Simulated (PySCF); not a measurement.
C₂H₃ClN₂Si.

```xyz
9

Cl     2.0224    -0.4007     0.0000
Si     0.2549     0.6299     0.0000
N     -0.7965     0.1162     1.3465
C     -1.8272    -0.3526     0.7638
C     -1.8272    -0.3526    -0.7638
N     -0.7965     0.1162    -1.3465
H      0.5174     2.0863     0.0000
H     -2.6946    -0.7446     1.3224
H     -2.6946    -0.7446    -1.3224
```

Coordinates come from a PBE0-D3(BJ)/def2-SVP optimisation. This is a generated structure with no PubChem entry under its InChIKey; it may be hypothetical.

Method: PySCF with PBE/pcSseg-1. Non-relativistic, no solvent.

Q: Give the absolute GIAO shielding of each atom: isotropic value and principal components (ppm). (An estimate is asked for; the answer gives what the named calculation found.)

A: 
```tsv
atom	σ(iso)	σ11	σ22	σ33	span
Cl1	927.3	870.1	884.3	1027.4	157.3
Si2	309.4	199.2	358.9	370.1	170.9
N3	-149.6	-515.7	-202.5	269.5	785.2
C4	6.3	-97.7	23.5	93.2	190.9
C5	6.3	-97.7	23.5	93.2	190.9
N6	-149.6	-515.7	-202.5	269.5	785.2
H7	25.3	22.4	22.6	30.9	8.4
H8	22.8	21.8	22.3	24.4	2.6
H9	22.8	21.8	22.3	24.4	2.6
```
